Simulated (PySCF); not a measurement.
# What binds BrCl: the parts of the energy along the bond

State: ¹Σ⁺, singlet, closed shell. RHF-based CCSD(T) in PySCF 2.14 with Br cc-pVTZ-PP with ECP10, Cl cc-pV(T+d)Z and Br cc-pVQZ-PP with ECP10, Cl cc-pV(Q+d)Z (frozen core orbitals: 14; scalar-relativistic core potentials). Correlation energies are extrapolated as n⁻³ (n = 3, 4), Hartree–Fock as (n+1)·exp(−9√n). CV is the change on freezing 5 orbitals instead, in Br cc-pwCVTZ-PP with ECP10, Cl cc-pwCVTZ. All energies in eV from Br + Cl.

```csv
R (Å),HF/CBS,CCSD corr.,(T),CV,total
1.8855,0.098,-1.446,-0.1675,-0.0620,-1.578
1.9712,-0.451,-1.441,-0.1748,-0.0426,-2.110
2.0569,-0.704,-1.447,-0.1842,-0.0277,-2.364
2.1427,-0.750,-1.463,-0.1958,-0.0163,-2.425
2.2284,-0.651,-1.488,-0.2097,-0.0077,-2.357
2.3355,-0.395,-1.532,-0.2310,0.0001,-2.159
2.4426,-0.051,-1.590,-0.2571,0.0054,-1.892
```

A fit to the total gives Re = 2.1346 Å, De = 2.425 eV, ωe = 450.2 cm⁻¹, Be = 0.1527 cm⁻¹ (masses 78.9183 and 34.9689 u).

Question: At R = 2.1427 Å the CCSD correlation energy is -0.382279 hartree in the smaller basis and -0.417151 in the larger. Extrapolate it.

Answer: (4³·E4 − 3³·E3)/(4³ − 3³) = -0.44260 hartree; the larger basis holds 94.3 % of it.

The T1 diagnostic is 0.008. The open-shell atoms are computed with UHF. Spin–orbit coupling, excitations beyond (T) and corrections to the Born–Oppenheimer picture are left out.
